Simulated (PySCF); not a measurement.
OZn (SMILES [O]=[Zn]), singlet, geometry from GFN2-xTB (such geometries of metal compounds can be far from the true shape); PBE0/def2-SVP run with PySCF.

PySCF was given this input:
```python
from pyscf import gto, scf, dft

mol = gto.M(
    atom='''
Zn   -0.00000000   -0.00000000   -0.33822725
O     0.00000000    0.00000000    1.26835217
''',
    basis='def2-svp',
    verbose=4,
)

mf = dft.RKS(mol)
mf.xc = 'pbe0'
mf.grids.atom_grid = (99, 590)
mf.grids.prune = None
mf.kernel()
```

**Question.** Write the output that PySCF gives for this input, abridged.

**Answer.** 
```
PySCF version 2.14.0

[INPUT] verbose = 4
[INPUT] num. atoms = 2
[INPUT] num. electrons = 38
[INPUT] charge = 0
[INPUT] spin (= nelec alpha-beta = 2S) = 0
[INPUT] symmetry False subgroup None
[INPUT] Mole.unit = angstrom
[INPUT] Symbol           X                Y                Z      unit          X                Y                Z       unit  Magmom
[INPUT]  1 Zn     0.000000000000   0.000000000000  -0.338227250000 AA    0.000000000000   0.000000000000  -0.639156870365 Bohr   0.0
[INPUT]  2 O      0.000000000000   0.000000000000   1.268352170000 AA    0.000000000000   0.000000000000   2.396838230798 Bohr   0.0

nuclear repulsion = 79.0515109553688
number of shells = 17
number of NR pGTOs = 97
number of NR cGTOs = 45
basis = def2-svp
ecp = {}

******** <class 'pyscf.dft.rks.RKS'> ********
method = RKS
initial guess = minao
damping factor = 0
level_shift factor = 0
DIIS = <class 'pyscf.scf.diis.CDIIS'>
diis_start_cycle = 1
diis_space = 8
diis_damp = 0
SCF conv_tol = 1e-09
SCF conv_tol_grad = None
SCF max_cycles = 50
direct_scf = True
direct_scf_tol = 1e-13
XC library pyscf.dft.libxc version 7.1.2
    S. Lehtola, C. Steigemann, M. J. T. Oliveira, and M. A. L. Marques,  SoftwareX 7, 1–5 (2018)
XC functionals = pbe0
    C. Adamo and V. Barone,  J. Chem. Phys. 110, 6158 (1999)
    M. Ernzerhof and G. E. Scuseria,  J. Chem. Phys. 110, 5029 (1999)
radial grids:
    Treutler-Ahlrichs [JCP 102, 346 (1995); DOI:10.1063/1.469408] (M4) radial grids

becke partition: Becke, JCP 88, 2547 (1988); DOI:10.1063/1.454033
pruning grids: None
grids dens level: 3
symmetrized grids: False
atomic radii adjust function: <function treutler_atomic_radii_adjust>
User specified grid scheme (99, 590)
small_rho_cutoff = 0
Set gradient conv threshold to 3.16228e-05
Initial guess from minao.
tot grids = 116824
init E= -1853.5959119754
  HOMO = -0.375062075174817  LUMO = -0.160444417868139  gap/eV = 5.84004
cycle= 1 E= -1853.44929411526  delta_E= 0.147  |g|= 1.25  |ddm|= 1.99
  HOMO = -0.0249136588535643  LUMO = 0.0614931279398423  gap/eV = 2.35125
cycle= 2 E= -1847.23955532207  delta_E= 6.21  |g|= 3.75  |ddm|= 4.35
  HOMO = -0.253248573320718  LUMO = -0.114710568116004  gap/eV = 3.76981
cycle= 3 E= -1853.77714698914  delta_E= -6.54  |g|= 0.406  |ddm|= 4.07
  HOMO = -0.203117740737181  LUMO = -0.121588614552782  gap/eV = 2.21852
cycle= 4 E= -1853.81660866942  delta_E= -0.0395  |g|= 0.361  |ddm|= 0.804
  HOMO = -0.229190146185508  LUMO = -0.130123354822156  gap/eV = 2.69574
cycle= 5 E= -1853.83494605091  delta_E= -0.0183  |g|= 0.0844  |ddm|= 0.175
  HOMO = -0.229914724559145  LUMO = -0.125385164244666  gap/eV = 2.84439
cycle= 6 E= -1853.83449453732  delta_E= 0.000452  |g|= 0.0924  |ddm|= 0.0425
  HOMO = -0.232154429187347  LUMO = -0.12583832594256  gap/eV = 2.89301
cycle= 7 E= -1853.83521431392  delta_E= -0.00072  |g|= 0.0742  |ddm|= 0.015
  HOMO = -0.240058772019161  LUMO = -0.126473691648542  gap/eV = 3.09081
cycle= 8 E= -1853.83651283601  delta_E= -0.0013  |g|= 0.00345  |ddm|= 0.0663
  HOMO = -0.239811872363178  LUMO = -0.126369928460443  gap/eV = 3.08691
cycle= 9 E= -1853.83651563193  delta_E= -2.8e-06  |g|= 0.000712  |ddm|= 0.00315
  HOMO = -0.239736393239164  LUMO = -0.126358296064319  gap/eV = 3.08518
cycle= 10 E= -1853.83651573462  delta_E= -1.03e-07  |g|= 0.000239  |ddm|= 0.000701
  HOMO = -0.239716113604117  LUMO = -0.126365337975421  gap/eV = 3.08443
cycle= 11 E= -1853.83651574956  delta_E= -1.49e-08  |g|= 9.27e-06  |ddm|= 0.000249
  HOMO = -0.239716235592294  LUMO = -0.126365903486416  gap/eV = 3.08442
cycle= 12 E= -1853.83651574957  delta_E= -1.46e-11  |g|= 1.28e-06  |ddm|= 8.51e-06
  HOMO = -0.239715647245743  LUMO = -0.126365806960519  gap/eV = 3.08441
Extra cycle  E= -1853.83651574957  delta_E= 5e-12  |g|= 4.89e-06  |ddm|= 5.79e-06
converged SCF energy = -1853.83651574957
```
